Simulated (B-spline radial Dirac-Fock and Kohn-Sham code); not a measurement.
# Ni: input and output of one calculation

ΔSCF core binding energies without Breit or QED terms, calculated with a radial finite-basis atomic code. Keys: rel is the Hamiltonian (dirac, or spin-free x2c and nr, where L3 and M5 stand for the whole 2p and 3d shells), method is hf or an exchange,correlation pair (spin-unpolarised, also for the hole states), nuc the nuclear model, radius_factor scales its radius, rmax is the box in bohr, h the logarithmic mesh step, order the B-spline order, points the quadrature points per cell, c_factor scales the speed of light, and damp, ndamp, maxit and tol steer the iteration. The run stops when the commutator error falls below 10·tol·max(1, Z/10), or the numerical noise floor, and the energy has settled to about 1e-8 Ha; the virial ratio is −V/T.

Input (task.json):

```json
{"items": [{"Z": 28, "q": 0, "cfg": [[1, 0, 2], [2, 0, 2], [2, 1, 6], [3, 0, 2], [3, 1, 6], [3, 2, 8], [4, 0, 2]], "A": 58, "rrms": 3.7757, "do": "settings", "holes": ["K", "L3", "M5"],
  "settings": [{"rel": "dirac", "method": "hf", "nuc": "fermi", "radius_factor": 1.0, "rmax": 45.0, "h": 0.3, "order": 8, "points": 2, "c_factor": 1.0, "maxit": 80, "damp": 0.5, "ndamp": 3, "tol": 1e-08}]}]}
```

Command: `python xray2_run.py task.json out`

Ground-state iterations:

```
iter   energy (Ha)        error
   1    -1517.96779172  1.03e+00
   2    -1518.34375675  2.35e-01
   3    -1519.29461714  2.27e-02
   4    -1519.29684270  9.42e-03
   5    -1519.29706300  7.23e-04
   6    -1519.29707276  3.16e-04
   7    -1519.29707500  1.41e-04
   8    -1519.29707557  3.61e-05
   9    -1519.29707560  3.27e-06
  10    -1519.29707560  4.01e-07
```

The ground state converged in 10 iterations, with total energy -1519.29708 Ha, virial ratio 1.98350 and highest orbital energy -7.67 eV. ΔSCF binding energies: K (1s) 8360.1 eV, L3 (2p3/2) 869.8 eV. Holes are computed only in closed shells, and unreliable hole states are left out.

Question: One setting is unsound. Which, and why?

Answer: points is too small to integrate the splines. With the default settings (Dirac Hartree-Fock): The ground state converged in 11 iterations, with total energy -1519.30571 Ha, virial ratio 1.98350 and highest orbital energy -7.66 eV. ΔSCF binding energies: K (1s) 8360.1 eV, L3 (2p3/2) 869.8 eV. Holes are computed only in closed shells, and unreliable hole states are left out.
